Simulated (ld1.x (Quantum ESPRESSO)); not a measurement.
Logarithmic derivatives: arsenic, TM

As (Z = 33), norm-conserving Troullier–Martins (Kleinman–Bylander form), made with ld1.x (Quantum ESPRESSO) 7.5 (PBE, fully relativistic). Core [Ne], reference 3s2 3p6 3d10 4s1.75 4p3.25. Waves: 3p (bound): rc 0.85 bohr; 3d (bound): rc 1.20 bohr; 4f channel at 0.2 Ry: rc 1.15 bohr; 3s (bound): rc 0.60 bohr. Local part: the s channel. Core correction: none.

Open shells are filled in proportion to 2j + 1 (rel_dist='average').

Occupied shells without a wave of their own: 4p, 4s. They enter only through the test configuration that unscreens the potential.

The phase is arctan(r·u′/u) with u = r·R(r), unwrapped; energies in Ry, scanned from -16 to 5 Ry. A pole is an energy at which the radial function vanishes at the test radius. The pseudo phase is shifted by a multiple of π to meet the all-electron one at the reference energy, and phase errors are pseudo minus all-electron; the curves can meet again beyond the range given. Levels narrower than the energy grid can be missing from the lists of poles.

```csv
channel,radius (bohr),reference energy (Ry),"poles, all-electron","poles, pseudo",unbroken range about the reference energy with phases within 0.05 rad,phase error 1 Ry above the reference energy (rad)
s,1.30,-14.01,-13.65,-13.65,below 1.2,-0.000
p1/2,1.30,-10.10,-9.62,-9.62,the whole range,-0.000
p3/2,1.30,-9.73,-9.21,-9.21,the whole range,-0.000
d3/2,1.30,-3.05,-2.20,-2.19,below 3.4,+0.003
d5/2,1.30,-3.00,-2.13,-2.12,below 3.4,+0.003
f5/2,1.30,0.20,none,none,the whole range,+0.000
f7/2,1.30,0.20,none,none,the whole range,+0.000
```

A Bessel basis up to 400 Ry misses an occupied level by 0.06 Ry, so cutoffs and ghosts were not judged.

Phases in the f7/2 channel:

```json
{"E (Ry)": "-16.00", "all-electron": "1.398", "pseudo": "1.398"}
{"E (Ry)": "-15.04", "all-electron": "1.394", "pseudo": "1.394"}
{"E (Ry)": "-14.08", "all-electron": "1.389", "pseudo": "1.389"}
{"E (Ry)": "-13.12", "all-electron": "1.384", "pseudo": "1.384"}
{"E (Ry)": "-12.16", "all-electron": "1.379", "pseudo": "1.379"}
{"E (Ry)": "-11.20", "all-electron": "1.373", "pseudo": "1.373"}
{"E (Ry)": "-10.24", "all-electron": "1.367", "pseudo": "1.367"}
{"E (Ry)": "-9.28", "all-electron": "1.360", "pseudo": "1.360"}
{"E (Ry)": "-8.32", "all-electron": "1.352", "pseudo": "1.352"}
{"E (Ry)": "-7.36", "all-electron": "1.343", "pseudo": "1.343"}
{"E (Ry)": "-6.40", "all-electron": "1.334", "pseudo": "1.334"}
{"E (Ry)": "-5.44", "all-electron": "1.323", "pseudo": "1.323"}
{"E (Ry)": "-4.48", "all-electron": "1.310", "pseudo": "1.310"}
{"E (Ry)": "-3.52", "all-electron": "1.296", "pseudo": "1.296"}
{"E (Ry)": "-2.56", "all-electron": "1.279", "pseudo": "1.279"}
{"E (Ry)": "-1.60", "all-electron": "1.259", "pseudo": "1.259"}
{"E (Ry)": "-0.64", "all-electron": "1.235", "pseudo": "1.235"}
{"E (Ry)": "0.32", "all-electron": "1.205", "pseudo": "1.205"}
{"E (Ry)": "1.28", "all-electron": "1.166", "pseudo": "1.166"}
{"E (Ry)": "2.24", "all-electron": "1.115", "pseudo": "1.115"}
{"E (Ry)": "3.20", "all-electron": "1.046", "pseudo": "1.046"}
{"E (Ry)": "4.16", "all-electron": "0.943", "pseudo": "0.944"}
```
